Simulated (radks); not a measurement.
All-electron atom: the rhenium ion Re4+ in [Xe] 4f14 5d3. All-electron calculation, scalar-relativistic Kohn-Sham, XLYP, spin-polarised, spherical densities, point nucleus; open shells are filled with parallel spins first (spin-orbit coupling, left out, can overturn this in heavy ions). Program: a radial shooting solver on a logarithmic mesh with Libxc functionals.

Local quantities along the radius. ELF = 1/(1 + alpha^2) is the electron localisation function; alpha = (tau - tau_W)/tau_unif compares the Pauli kinetic energy density with that of the uniform gas (summed over spins). tau is taken from the large components.

```
   r/bohr * ELF (the largest magnitude, 0.999, reaches the edge; | marks zero)
 0.001211 |                                                      *
 0.001628 |                                                      *
 0.002188 |                                                      *
 0.002942 |                                                      *
 0.003956 |                                                      *
 0.005318 |                                                      *
  0.00715 |                                                     *
 0.009613 |                                                    *
  0.01292 |                                                *
  0.01724 |                                  *
  0.02318 |                   *
  0.03116 |                    *
  0.04189 |                                  *
  0.05632 |                                        *
  0.07573 |                             *
   0.1018 |                  *
   0.1369 |                                *
    0.184 |                                      *
   0.2474 |                 *
   0.3327 |                       *
   0.4473 |                                      *
   0.6013 |                             *
   0.8085 |                  *
    1.087 |                              *
    1.461 |                                *
    1.965 |                 *
    2.642 |   *
    3.552 *
    4.775 *
```

On this mesh the ELF has minima near r = 0.027, 0.10, 0.29, 0.81 bohr, which separate the shells, and maxima near 0.056 (0.74), 0.16 (0.71), 0.45 (0.71), 1.3 (0.63).
